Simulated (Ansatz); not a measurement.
Born–Oppenheimer molecular dynamics of CH₉NSi₃ (14 atoms, charge 0, multiplicity 1). It starts from a relaxed structure.

All numbers below come from Ansatz, RKS BHLYP/STO-3G.

* ensemble: NVE (velocity Verlet)
* time step: 1 fs
* steps asked: 150
* starting velocities drawn for: 1000 K
* seed: 458333

First frame:

```xyz
14
Properties=species:S:1:pos:R:3
N -0.864 2.284 0.332
Si -0.612 0.575 0.651
C -0.965 -0.500 -0.864
Si 0.546 -1.641 -0.816
Si 1.442 -0.370 0.810
H -0.749 2.875 1.174
H -0.215 2.676 -0.374
H -1.475 0.257 1.756
H -1.918 -1.021 -0.818
H -0.979 0.099 -1.772
H 0.192 -2.976 -0.427
H 1.233 -1.720 -2.074
H 1.800 -1.012 2.042
H 2.551 0.446 0.408
```

Task: How far do the bonds stretch over the last three quarters of this one trajectory? (Pairs bonded in most of those frames.)

Result: 
```
   bond  mean (Å)  spread (Å)  shortest  longest
 N1–Si2     1.765       0.073      1.66     1.91
  N1–H6     1.041       0.028      0.98     1.12
  N1–H7     1.044       0.048      0.96     1.13
 Si2–C3     1.897       0.038      1.81     1.95
Si2–Si5     2.272       0.051      2.18     2.36
 Si2–H8     1.453       0.075      1.34     1.55
 C3–Si4     1.898       0.018      1.87     1.93
  C3–H9     1.091       0.035      1.03     1.15
 C3–H10     1.092       0.023      1.04     1.15
Si4–Si5     2.251       0.019      2.23     2.30
Si4–H11     1.437       0.021      1.40     1.48
Si4–H12     1.445       0.053      1.36     1.52
Si5–H13     1.440       0.052      1.36     1.52
Si5–H14     1.437       0.014      1.41     1.47
```

Mean temperature of the second half: 501 K. The conserved energy stayed within 4.6 meV per atom of its start (net change 2.5 meV per atom), so there is no drift, though single steps change it by up to 40 meV in the whole system, a sign of fast motions only just resolved. Over the second half the temperature averaged 0.50 of the 1000 K drawn at the start: a run that starts near a minimum puts about half its kinetic energy into the potential. A run of 0.15 ps of so small a system gives no equilibrium averages. Limits of this set-up: minimal basis.

The run took 5.3 min on 1 thread of Arm Neoverse V2, with other jobs on the host, peak memory 0.1 GiB.
